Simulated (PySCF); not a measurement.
Z-matrix (Å, degrees):
```
Si
O 1 1.6251
H 2 0.9625 1 117.96
O 1 1.6371 2 106.40 3 -14.98
H 4 0.9603 1 118.94 2 163.19
Cl 1 2.0715 2 111.37 3 103.46
```
Charge 0, spin multiplicity 2.

Problem. What is the computed total energy, highest occupied spin orbital and dipole moment (M06-2X/def2-TZVP (PySCF 2.14.0))?

Solution. 
The total energy is -24529.85 eV, the highest occupied spin orbital is -7.48 eV and the dipole moment is 1.93 D.
